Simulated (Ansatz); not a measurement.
`CSB[SiH2]O`, 12 atoms. Total charge 0; spin multiplicity 1. All runs use 4 threads of an Arm Neoverse V2 on a shared host. Correlated methods freeze the cores.

Problem. Give the basis size and wall time and peak host memory of each of these runs in Ansatz. RKS ωB97M-V/def2-TZVPP energy and forces; RKS PBE0-D4/def2-QZVPP energy; RKS ωB97M-V/def2-QZVPP energy; RKS ωB97M-V/def2-SVP energy; RHF-CCSD(T)/def2-TZVPP energy; RHF-CCSD(T)/def2-SVP energy; RKS PBE0-D4/def2-TZVP frequencies; RKS PBE0-D4/def2-TZVP relaxation (18 steps); RKS PBE0-D4/def2-SVP energy; RKS r2SCAN-D4/def2-TZVPP energy and forces; direct RPA on PBE orbitals/def2-TZVPP energy; RHF-MP2/def2-QZVPP energy. (Estimate.)

Solution. The calculation gave: Other jobs shared the machine, so times are rough.

```tsv
level	job	functions	wall time	peak host memory (GiB)
RKS PBE0-D4/def2-SVP	energy	113	1.1 s	0.25
RKS ωB97M-V/def2-SVP	energy	113	3.8 s	0.36
RHF-CCSD(T)/def2-SVP	energy	113	5 s	0.54
RKS r2SCAN-D4/def2-TZVPP	energy and forces	275	5 s	0.4
RKS PBE0-D4/def2-QZVPP	energy	521	8.5 s	2
RKS ωB97M-V/def2-TZVPP	energy and forces	275	12 s	1
direct RPA on PBE orbitals/def2-TZVPP	energy	275	13 s	0.64
RKS ωB97M-V/def2-QZVPP	energy	521	21 s	2.4
RHF-MP2/def2-QZVPP	energy	521	25 s	3.4
RKS PBE0-D4/def2-TZVP	relaxation (18 steps)	209	64 s	0.57
RKS PBE0-D4/def2-TZVP	frequencies	209	2.5 min	0.56
RHF-CCSD(T)/def2-TZVPP	energy	275	3.1 min	7.2
```
